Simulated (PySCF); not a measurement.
BH₆PSSi.
Structure used (PBE0-D3(BJ)/def2-SVP), in Å, numbered top down from 1:
```
atom  x, y, z in Å
Si1   -1.7075    0.5816    0.3159
S2    -0.7007   -0.1660   -1.4503
B3     1.0081   -0.3365   -0.9443
P4     1.8065    0.1912    0.6945
H5    -0.9845    1.7730    0.8484
H6    -1.7798   -0.4723    1.3694
H7    -3.0800    0.9580   -0.1227
H8     1.7422   -0.7134   -1.8255
H9     0.8476   -0.2633    1.6453
H10    2.7204   -0.8904    0.8304
```

Linear response at PBE0/def2-SVPD (PySCF, frozen core in the response, non-relativistic). One conformer (not necessarily the lowest) at the PBE0-D3(BJ)/def2-SVP geometry, without solvent, vibrations or thermal averaging.

Static isotropic polarisability: 92.25 au (13.67 Å³), principal values 70.7, 93.0, 113.0 au.

Problem. What is the polarisability at 1064 nm and at the sodium D line?

Solution. 93.47 au at 1064 nm (+1.3 %), 96.47 au at 589.3 nm (+4.6 %). The rise at 589.3 nm is 3.45 times that at 1064 nm; a pure ω² law gives 3.26. The lowest singlet lies at 257 nm, shorter than both wavelengths.

Problem. What is the isotropic C6 coefficient between two such molecules, C6 = (3/π)∫α(iω)² dω?

Solution. 2741 au (Eh·bohr⁶) by a ten-point quadrature over imaginary frequencies, which is 1640 eV·Å⁶ or 158 J·nm⁶/mol.

Problem. Which effective excitation energy ω̄ makes London's formula C6 = (3/4)α²ω̄ exact here?

Solution. ω̄ = 4·C6/(3α²) = 0.430 Eh = 11.7 eV. A one-pole form α(ω) = α/(1 − ω²/ω̄²) fitted to the 1064 nm value gives 10.2 eV. London's choice of the ionisation energy (9.31 eV, ΔSCF at the same level) gives C6 = 2180 au, 20 % too low.

Problem. What three-body coefficient follows from the one-pole estimate C9 = (3/4)·α·C6?

Solution. 190000 au. This is an estimate from the two numbers above, not a computed integral.

Problem. How anisotropic is the static polarisability, by Δα² = ½[(α1 − α2)² + (α2 − α3)² + (α3 − α1)²]?

Solution. Δα = 36.6 au, or 0.40 of the isotropic value.

Problem. The lowest 6 singlets have (eV, f): 4.83, 0.085; 5.59, 0.100; 5.96, 0.018; 6.26, 0.025; 6.44, 0.022; 6.51, 0.014. What share of the static polarisability do they carry in the sum over states α = Σ f/ω²?

Solution. 6.58 au, 7.1 % of α; the largest term, 2.69 au, is that of the state at 4.83 eV. Their oscillator strengths add up to 0.27. Higher states carry the rest.

Rough CPU time on one thread of a shared machine: about 28 s. This is the whole response run at PBE0/def2-SVPD, SCF included.
